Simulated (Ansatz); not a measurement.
`CB(N)F` + PH₃ → `CB(N)P` + H–F at 500 K and 1 bar (ligand exchange at a B–F bond).

Computed with Ansatz on PBE0-D4/def2-TZVP structures; ΔE is electronic, products minus reactants. CCSD(T)/CBS is the MP2 limit (def2-TZVPP, def2-QZVPP) plus CCSD(T) − MP2 in def2-TZVPP, frozen cores. This one scheme is used for every species. One conformer a species, not always the lowest.

```csv
species,CCSD(T)/CBS energy (Eh),H − E (kJ/mol),S (J/(mol·K))
`CB(N)F`,-220.47660,222.0,346.2
PH₃,-342.72256,81.5,231.4
`CB(N)P`,-462.75677,270.3,389.2
H–F,-100.39570,39.4,188.7
```

H − E and S are ideal-gas, rigid-rotor, harmonic terms from PBE0-D4/def2-TZVP, for one conformer and one mirror image of each species. 1 Eh = 2625.50 kJ/mol, R = 8.31446 J/(mol·K).

Task: By hand: ΔE, ΔH, ΔS and ΔG.

Result: ΔE = (-462.75677) + (-100.39570) − (-220.47660) − (-342.72256) = 0.04669 Eh = 122.6 kJ/mol. Δ(H − E) = 270.3 + 39.4 − 222.0 − 81.5 = 6.2, so ΔH = 128.8 kJ/mol. ΔS = 389.2 + 188.7 − 346.2 − 231.4 = 0.3 J/(mol·K). ΔG = 128.8 − 500 × (0.3)/1000 = 128.7 kJ/mol.

Task: By hand: the equilibrium constant, and the temperature at which ΔG would vanish if ΔH and ΔS stayed fixed.

Result: log₁₀ K = −ΔG/(RT ln 10) = -13.4. ΔG = 0 at ΔH/ΔS = 429333 K, far beyond where these terms or the molecules hold.

The number of gas molecules stays the same, so ΔS is small and ΔH decides. A doubt of 5 kJ/mol in ΔE shifts log₁₀ K by 0.5 here. Other conformers and mirror images would add mixing entropy, several J/(mol·K) or more a flexible species. These are equilibria of isolated gas molecules and say nothing of rates. Largest T1 diagnostic: 0.013 (customary marks: 0.02 for closed shells, 0.045 for open ones).
